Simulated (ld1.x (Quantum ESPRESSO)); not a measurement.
**How hard is this carbon (C) PAW potential?**

carbon, PAW, made with ld1.x (Quantum ESPRESSO) 7.5 (PBE, scalar-relativistic). Core [He], reference 2s2 2p1.5 (charge +0.5). Waves: 2s (bound): rcut 1.00, rcutus 1.30 bohr; 2s channel at -0.7 Ry: rcut 1.00, rcutus 1.30 bohr; 2p (bound): rcut 2.00, rcutus 2.40 bohr; 2p channel at 4.2 Ry: rcut 2.00, rcutus 2.40 bohr; 3d channel at 0.05 Ry: rcut 1.95, rcutus 2.05 bohr; 3d channel at 2.1 Ry: rcut 1.95, rcutus 2.05 bohr. Local part: all-electron potential smoothed inside 1.15 bohr (lloc = -1). Core correction: Bessel-smoothed model core, default radius (core density twice the valence density). Augmentation charge: BESSEL, radius 0.95 bohr.

The pseudo-atom Hamiltonian at the reference potential is diagonalised in spherical Bessel functions j_l(qr) that vanish at 20 bohr, with q² up to the cutoff. All-electron valence levels (Ry): 2s -1.4241, 2p -0.7880.

**Question.** How do the lowest levels (Ry) of each channel move with the cutoff, and are there ghosts?

**Answer.**

```
cutoff (Ry)     s #1     p #1     p #2     d #1    d #2    f #1  Σ f·Δε (mRy)
          8  -1.4224  -0.7459  -0.0855  -0.0184  0.0628  0.0411          66.7
         10  -1.4238  -0.7805  -0.0860  -0.0185  0.0627  0.0411          11.9
         12  -1.4239  -0.7871  -0.0860  -0.0185  0.0626  0.0411           1.8
         15  -1.4239  -0.7878  -0.0861  -0.0185  0.0626  0.0411           0.7
         18  -1.4240  -0.7878  -0.0863  -0.0185  0.0625  0.0411           0.6
         21  -1.4240  -0.7879  -0.0864  -0.0185  0.0625  0.0411           0.4
        400  -1.4241  -0.7880  -0.0865  -0.0185  0.0625  0.0411           0.0
```

Result: no extra level below or beside the all-electron valence levels (s, p, d, f tested); 10 mRy is reached at 12 Ry and 1 mRy at 15 Ry.

Test run stopped at test 3 of 7 (negative rho).
